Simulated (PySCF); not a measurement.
Numbering as in the mapped SMILES `[CH3:1][S:2][SiH2:3][NH:4][C:5]([CH3:6])=[O:7]`. Each H is labelled by its parent atom.

Geometry: GFN2-xTB; GIAO shifts from PySCF, gas phase, non-relativistic, averaged over equivalent atoms.

At wB97X/pcSseg-1 (178 basis functions, 42 s wall time on 1 thread of an Arm Neoverse V2, shared host):
| atoms | δ (ppm) |
| --- | --- |
| C5 | 182.2 |
| C6 | 24.0 |
| C1 | 10.0 |
| Si3 | -34.4 |
| N4 | 119.0 |
| O7 | 434.7 |
| H(Si3) | 5.13 |
| H(N4) | 4.39 |
| H(C6) | 2.07 |
| H(C1) | 1.91 |

Referencing at the same level of theory: TMS for ¹³C (σ = 189.62 ppm) and ²⁹Si (σ = 357.06 ppm) and ¹H (σ = 31.81 ppm); NH3 for ¹⁵N (σ = 268.57 ppm); ¹⁷O (σ = 337.45 ppm) vs H2O.

**Question.** Predict the values at mPW1PW91/pcSseg-1 on the same geometry.

**Answer.** 
```tsv
atoms	δ at mPW1PW91/pcSseg-1	change
C5	179.8	-2.4
C6	23.5	-0.5
C1	11.6	+1.6
Si3	-36.0	-1.6
N4	123.3	+4.3
O7	444.4	+9.7
H(Si3)	5.25	+0.12
H(N4)	4.54	+0.15
H(C6)	2.08	+0.01
H(C1)	1.99	+0.08
```

Shifts are taken against calculated references (same method and geometry level): ¹³C (186.06 ppm), ²⁹Si (347.91 ppm), ¹H (31.77 ppm) against TMS; NH3 for ¹⁵N (266.26 ppm); ¹⁷O (334.86 ppm) vs H2O.

The largest change is at O7 (amide-type carbonyl oxygen). Cost: 178 basis functions, 45 s wall time on 1 thread of an Arm Neoverse V2, shared host. The order of the carbon signals is the same at both levels.

The C=O carbon of an acid or of an amide with N–H lies up to 10 ppm further downfield in solution, through hydrogen bonding that the calculation lacks. Unscaled 17O shifts of doubly bonded oxygen tend to come out too high, by tens of ppm or more. Experimental scales use liquid or dissolved standards, which lie at an offset from isolated NH3 (liquid NH3: subtract about 20 ppm) and H2O (liquid H2O: subtract about 36 ppm).
